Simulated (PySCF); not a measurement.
Job file and geometry (Å, from GFN2-xTB) of an NMR shielding run on SMILES N#C[SiH2][SiH2][Si@@H](N)S, CH8N2SSi3, GIAO PBE0/pcSseg-1 NMR shielding, non-relativistic, gas phase in PySCF 2.14.0, density-fitted response routines; density fitting, a coarse starting grid and PySCF grid level 2 are the driver's defaults:

```
$ OMP_NUM_THREADS=1 python probes_run.py task.json out

{"job": {"kind": "nmr", "xc": "PBE0", "basis": "pcSseg-1"}, "charge": 0, "multiplicity": 1}
N     -1.643122     2.808499    -0.612661
C     -1.931843     1.703911    -0.501866
Si    -2.250377    -0.130721    -0.347374
Si    -0.217690    -1.094141    -0.939748
Si     1.600705    -0.158025     0.154482
N      0.996797     1.207906     0.994370
S      2.274508    -1.389665     1.809883
H     -3.411910    -0.344697    -1.218832
H     -2.690308    -0.295607     1.040872
H     -0.307869    -2.551087    -0.742531
H     -0.020939    -0.939979    -2.391838
H      2.827707     0.057484    -0.629319
H      1.490471     1.558687     1.799237
H      0.557273     1.964445     0.496577
H      2.722182    -2.389021     1.066836
```

Task: What does the program print?

Result: 
```
coarse grid: 14672 points
cycle   1  E = -1418.2771064378  dE =  4.619e-01  |g| = 5.495e-01  |ddm| = 3.612e+00
cycle   2  E = -1418.1497146068  dE =  1.274e-01  |g| = 9.318e-01  |ddm| = 1.503e+00
cycle   3  E = -1418.3438305405  dE = -1.941e-01  |g| = 1.983e-01  |ddm| = 9.328e-01
cycle   4  E = -1418.3517109940  dE = -7.880e-03  |g| = 5.879e-02  |ddm| = 1.605e-01
cycle   5  E = -1418.3524056152  dE = -6.946e-04  |g| = 1.575e-02  |ddm| = 6.312e-02
cycle   6  E = -1418.3524643797  dE = -5.876e-05  |g| = 2.796e-03  |ddm| = 2.085e-02
cycle   7  E = -1418.3524660538  dE = -1.674e-06  |g| = 7.521e-04  |ddm| = 4.726e-03
final grid: 123696 points
cycle   8  E = -1418.3891687471  dE = -1.842e-05  |g| = 6.291e-03  |ddm| = 2.203e-02
cycle   9  E = -1418.3891622253  dE =  6.522e-06  |g| = 8.299e-03  |ddm| = 1.574e-02
cycle  10  E = -1418.3891768239  dE = -1.460e-05  |g| = 1.149e-03  |ddm| = 9.256e-03
cycle  11  E = -1418.3891770542  dE = -2.303e-07  |g| = 5.344e-04  |ddm| = 1.097e-03
cycle  12  E = -1418.3891771130  dE = -5.881e-08  |g| = 1.248e-04  |ddm| = 3.988e-04
cycle  13  E = -1418.3891771164  dE = -3.345e-09  |g| = 2.168e-05  |ddm| = 1.265e-04
cycle  14  E = -1418.3891771165  dE = -1.316e-10  |g| = 6.996e-06  |ddm| = 4.499e-05
converged SCF energy = -1418.3891771165

GIAO shielding tensors (ppm)
atom      isotropic    diamagn.    paramagn.     s11        s22        s33       span
  0 N      -97.811     338.040    -435.851   -293.788   -290.698    291.053    584.842
  1 C       59.519     265.760    -206.241    -59.441    -50.036    288.034    347.475
  2 Si     451.427     880.025    -428.598    440.049    447.043    467.190     27.140
  3 Si     466.112     882.757    -416.644    434.690    472.827    490.820     56.130
  4 Si     359.769     879.505    -519.736    327.214    349.422    402.671     75.457
  5 N      249.100     321.032     -71.932    217.020    245.873    284.407     67.387
  6 S      728.275    1057.708    -329.432    633.143    664.795    886.889    253.746
  7 H       27.385      27.110       0.275     23.609     25.156     33.390      9.781
  8 H       27.271      28.555      -1.284     24.709     24.745     32.359      7.650
  9 H       28.374      30.450      -2.076     24.497     26.714     33.912      9.416
 10 H       27.997      30.591      -2.594     24.783     25.515     33.693      8.910
 11 H       25.223      28.929      -3.707     21.450     23.284     30.934      9.484
 12 H       30.838      31.320      -0.482     22.502     28.139     41.873     19.372
 13 H       30.239      35.418      -5.179     21.721     26.564     42.432     20.711
 14 H       31.889      30.445       1.444     23.971     27.998     43.697     19.726
```

Task: Turn these shieldings into chemical shifts. Shifts are taken against calculated references (same method and geometry level): $^{15}$N (σ = 267.73 ppm) vs NH3; TMS for $^{13}$C (σ = 186.93 ppm), $^{29}$Si (σ = 349.16 ppm), $^{1}$H (σ = 31.72 ppm); $^{33}$S (σ = 503.73 ppm) vs CS2.

Result: Averaging equivalent atoms: N 0: 365.5; N 5: 18.6; C 1: 127.4; Si 4: -10.6; Si 2: -102.3; Si 3: -117.0; S 6: -225; H 11: 6.49; H 8: 4.45; H 7: 4.33; H 10: 3.72; H 9: 3.34; H 12/13: 1.18; H 14: -0.17 ppm. Experimental scales use liquid or dissolved standards, which lie at an offset from isolated NH3 (liquid NH3: subtract about 20 ppm). Unscaled 15N shifts of sp2 nitrogen come out 20 to 40 ppm too high even then.

Size and cost of the density-fitted run: 187 basis functions, 50 s wall time on 1 thread of an Arm Neoverse N1, shared host; peak memory 0.78 GiB.
